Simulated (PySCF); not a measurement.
Compound: C2H5F3OSi.
Numbering: `[OH:1][SiH2:2][CH2:3][C:4]([F:5])([F:6])[F:7]` (hydrogens: H8 on O1; H9, H10 on Si2; H11, H12 on C3)

Computed by this run: PySCF, PBE0-D3(BJ)/def2-SVP geometry optimisation, gas phase; density fitting, grid level 1; the optimiser is geomeTRIC in internal coordinates, started from a GFN2-xTB structure with every atom displaced at random (about 0.01 Å).

Step 0: E = -20204.8542 eV
```
atom  x, y, z in Å  |  force x, y, z in eV/Å
O1      2.5439    1.2174    0.9871    0.261   0.532   1.440
Si2     2.0419    0.7076   -0.4661   -0.673  -1.021  -0.083
C3      0.5925   -0.5552   -0.2901    1.605   0.438   0.783
C4     -0.5611    0.0910    0.3128   -3.253   0.125   0.505
F5     -0.3428    0.6355    1.5149    0.696   0.068   0.305
F6     -1.6206   -0.7585    0.5180    0.855   0.168  -0.243
F7     -1.0787    1.0832   -0.4379    0.442  -0.085  -0.206
H8      1.9456    1.5721    1.6537   -0.009  -0.057  -0.215
H9      1.5665    1.7956   -1.3047   -0.141   0.485  -0.571
H10     3.2072   -0.0137   -0.9412    0.464  -0.304  -0.632
H11     0.3112   -0.9669   -1.2358   -0.297  -0.397  -1.005
H12     0.9030   -1.3804    0.3715    0.049   0.047  -0.080
```

Step 1: E = -20205.0502 eV
```
atom  x, y, z in Å  |  force x, y, z in eV/Å
O1      2.5542    1.2107    1.0672    0.196  -0.067  -0.153
Si2     2.0905    0.6828   -0.4387   -0.283   0.107  -0.061
C3      0.6066   -0.4918   -0.2600   -0.269   0.012  -0.232
C4     -0.6507    0.1044    0.3375    1.426  -0.176  -0.143
F5     -0.3452    0.6991    1.5169   -0.347   0.081  -0.023
F6     -1.5577   -0.8284    0.5832   -0.473   0.079   0.068
F7     -1.1734    1.0346   -0.4585   -0.292   0.006   0.128
H8      1.8331    1.5058    1.6297   -0.088   0.011   0.069
H9      1.7025    1.8066   -1.3455   -0.020   0.013   0.042
H10     3.2133   -0.0530   -1.0792    0.026  -0.049   0.160
H11     0.3334   -0.9059   -1.2491    0.091   0.025   0.130
H12     0.9019   -1.3371    0.3788    0.032  -0.041   0.016
```

Q: Estimate the geometry and energy of step 2. (The exact step hangs on the optimiser's Hessian estimate; all steps are aligned on step 1, rigid shifts and turns removed.)

A: E = -20205.0750 eV, largest force 0.329 eV/Å
```
atom  x, y, z in Å  |  force x, y, z in eV/Å
O1      2.5640    1.2064    1.0567    0.007  -0.005  -0.017
Si2     2.0764    0.6882   -0.4436    0.013   0.097  -0.063
C3      0.6150   -0.5030   -0.2660   -0.257   0.014   0.093
C4     -0.6293    0.0998    0.3346    0.032   0.112   0.104
F5     -0.3700    0.7166    1.5125    0.202  -0.076  -0.035
F6     -1.5794   -0.7959    0.5856   -0.045  -0.310   0.037
F7     -1.1764    1.0250   -0.4522    0.061   0.176  -0.270
H8      1.8491    1.4893    1.6365   -0.004   0.005   0.024
H9      1.6791    1.8149   -1.3419   -0.027  -0.011   0.035
H10     3.2102   -0.0472   -1.0615    0.010  -0.036   0.046
H11     0.3493   -0.9198   -1.2515   -0.009   0.020   0.039
H12     0.9205   -1.3465    0.3729    0.017   0.013   0.007
```

The energy changes by -0.0248 eV. The first-order estimate −F·Δx gives -0.0680 eV and the mean of the old and new forces, exact on a quadratic surface, -0.0240 eV. The step makes an angle of 60° with the force vector and moves no atom by more than 0.039 Å.

What follows is the cost of the whole optimisation. On Arm Neoverse N1, one thread, shared host with 64 logical CPUs at a one-minute load of 30, this took 57 s and 0.50 GiB of memory at its peak.
